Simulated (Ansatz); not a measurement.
Reaction (cleavage of the B–Sb bond): `O[BH][SbH2]` + `NCS` → `OBNCS` + stibine

Program: Ansatz. Geometries: PBE0-D4/def2-TZVP. ΔE: electronic, gas phase. CBS: MP2 limit from def2 TZ/QZ plus the TZ coupled-cluster correction, frozen cores. DFT in def2-TZVPP. B3LYP here is the variant with VWN-RPA as its local correlation; programs differ in this. Elements past krypton have def2 core potentials. For Sb outer-core shells are correlated without core-valence functions, which leaves a few kJ/mol of doubt a bond. Each species was taken in one conformer, which may not be the lowest.

`O[BH][SbH2]`:

```xyz
7

O     0.261   -0.439    1.617
B    -0.598    0.033    0.697
Sb    0.041    0.965   -1.266
H     1.184   -0.414    1.349
H    -1.762   -0.008    0.981
H     1.562    0.176   -1.247
H    -0.688   -0.313   -2.131
```

`NCS`:

```xyz
8

N     0.174   -0.449    1.032
C     0.406    0.110   -0.280
S    -0.674   -0.604   -1.545
H     0.845   -0.080    1.697
H    -0.753   -0.218    1.365
H     1.417   -0.152   -0.598
H     0.315    1.201   -0.353
H    -1.731    0.191   -1.317
```

`OBNCS`:

```xyz
11

O     0.185   -0.551   -1.941
B     1.019    0.102   -1.090
N     0.751    0.265    0.292
C    -0.305   -0.327    1.057
S    -1.995   -0.041    0.417
H    -0.681   -0.730   -1.550
H     2.034    0.566   -1.526
H     1.394    0.815    0.835
H    -0.239   -1.420    1.081
H    -0.260    0.025    2.087
H    -1.902    1.296    0.338
```

`[SbH3]`:

Cartesian coordinates in Å:
```
Sb 0.533 0.379 0.303
H 0.047 -1.176 0.814
H 0.509 -0.106 -1.334
H -1.089 0.903 0.216
```

| level | ΔE (kJ/mol) | difference from CCSD(T)/CBS |
| --- | --- | --- |
| PBE-D4 | -121.4 | -4.2 |
| r2SCAN-D4 | -126.5 | -9.3 |
| PBE0-D4 | -122.7 | -5.5 |
| B3LYP-D4 | -129.1 | -11.9 |
| ωB97X-V | -124.2 | -7.0 |
| ωB97M-V | -126.2 | -9.0 |
| B2PLYP | -124.4 | -7.2 |
| PBE | -118.7 | -1.5 |
| r2SCAN | -125.6 | -8.4 |
| PBE0 | -120.3 | -3.1 |
| B3LYP | -124.9 | -7.7 |
| HF/def2-TZVPP | -124.9 | -7.7 |
| MP2/def2-TZVPP | -121.4 | -4.2 |
| SCS-MP2/def2-TZVPP | -121.3 | -4.1 |
| CCSD/def2-TZVPP | -122.8 | -5.6 |
| CCSD(T)/def2-TZVPP | -123.0 | -5.8 |
| HF/def2-QZVPP | -124.1 | -6.9 |
| MP2/def2-QZVPP | -117.8 | -0.6 |
| SCS-MP2/def2-QZVPP | -118.1 | -0.9 |
| HF/CBS(def2) | -124.0 | -6.8 |
| MP2/CBS(def2) | -115.6 | 1.6 |
| CCSD/CBS(def2) | -117.0 | 0.2 |
| CCSD(T)/CBS | -117.2 | 0 |

Largest T1 diagnostic among the species: 0.015.

The D4 term adds −4.2 kJ/mol with B3LYP and −2.4 kJ/mol with PBE0; it sums over pairs of atoms, weighted by their polarisabilities, and B3LYP, whose exchange is more repulsive, gets the larger term.
